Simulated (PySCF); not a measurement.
ClH₆N₃Sn, SMILES [NH2][Sn]([NH2])([NH2])[Cl]. Geometry: B3LYP-D3(BJ)/def2-SVP. The def2 effective core potentials stand for the cores of Sn; spin–orbit coupling is left out. One conformer was computed; it need not be the lowest.

Problem. Give the equilibrium geometry at B3LYP-D3(BJ)/def2-SVP (PySCF confirms it by a frequency run) as a Z-matrix, and its point group. (The exact figures need the calculation; the answer reports its results.)

Solution. Several could match; the one computed here: point group C3.
```
Sn
N 1 2.0377
H 2 1.0207 1 112.35
H 2 1.0213 3 107.68 1 122.28
N 1 2.0377 2 109.03 3 -103.14
H 5 1.0207 1 112.35 2 137.93
H 5 1.0213 6 107.68 1 122.28
N 1 2.0377 2 109.03 3 137.93
H 8 1.0207 1 112.35 2 -103.14
H 8 1.0213 9 107.68 1 122.28
Cl 1 2.3966 2 109.91 3 17.39
```
